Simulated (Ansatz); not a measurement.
A single point on CH9F2N3O2Si2, SMILES `CN([Si](N)(O)O)[Si](N)(F)F`.

```yaml
crystal:
  periodic: [false, false, false]
  atoms:
    - {symbol: C, position_ang: [0.460397, -0.180612, 1.649757]}
    - {symbol: N, position_ang: [0.041116, 0.075288, 0.266323]}
    - {symbol: Si, position_ang: [-0.684503, -1.215910, -0.629201]}
    - {symbol: N, position_ang: [0.293261, -2.585839, -0.421547]}
    - {symbol: O, position_ang: [-2.160037, -1.699275, -0.119275]}
    - {symbol: O, position_ang: [-0.926914, -0.625313, -2.141153]}
    - {symbol: Si, position_ang: [0.164331, 1.643821, -0.373601]}
    - {symbol: N, position_ang: [1.038246, 2.670486, 0.647663]}
    - {symbol: F, position_ang: [-1.277583, 2.207526, -0.747426]}
    - {symbol: F, position_ang: [0.931753, 1.651519, -1.775103]}
    - {symbol: H, position_ang: [-0.294262, 0.146477, 2.373053]}
    - {symbol: H, position_ang: [0.613268, -1.250824, 1.795475]}
    - {symbol: H, position_ang: [1.399449, 0.330039, 1.873180]}
    - {symbol: H, position_ang: [1.292350, -2.550537, -0.524725]}
    - {symbol: H, position_ang: [-0.077580, -3.508682, -0.570208]}
    - {symbol: H, position_ang: [-2.900242, -1.213058, -0.486032]}
    - {symbol: H, position_ang: [-0.193569, -0.221078, -2.607886]}
    - {symbol: H, position_ang: [0.741180, 2.846046, 1.593110]}
    - {symbol: H, position_ang: [1.497743, 3.475626, 0.253997]}
basis:
  gaussian: {orbitals: def2-TZVPP}
hamiltonian: {xc: pbe}
correlation: {method: rpa}
```

```sh
$ ansatz run in.yaml --threads 4 --pin off --events-out ev --progress --plain --backend cuda
```

It prints (some lines left out):

```
Functional definition: PBE
2767 factors; integrals over basis functions are off by at most 1.4e-3 eV
mean field evaluation 1: about -30892.8997 eV, gradient 1.5e2 eV
mean field evaluation 2: about -30892.8997 eV, gradient 1.5e2 eV
mean field evaluation 4: about -30928.5675 eV, gradient 2.6e1 eV
mean field evaluation 8: about -30929.9587 eV, gradient 5.4e-1 eV
mean field evaluation 16: about -30929.9578 eV, gradient 4.6e-4 eV
mean field -30929.95779834 eV, -1136.6549840105 hartree, gradient 5.2e-6 eV, S^2 0.000000; 1 other end points of the search recorded, 0 dependent functions left out
18 core orbitals not correlated: weight in the atoms' cores, before any rotation towards them, 1.000 or more for the frozen orbitals, at most 0.000 for the correlated occupied ones
reference -30843.92118660 eV, -1133.4931968470 hartree; 31, 31 occupied and 409, 409 virtual orbitals, 2767 factors
Total energy: -30928.68775801 eV, -1136.6083108893 hartree
```

It took 6.5 s on 4 threads of an AMD EPYC 7R13 on a shared host and a share of an NVIDIA H100 80 GB, with 2.2 GiB of host memory at the peak.
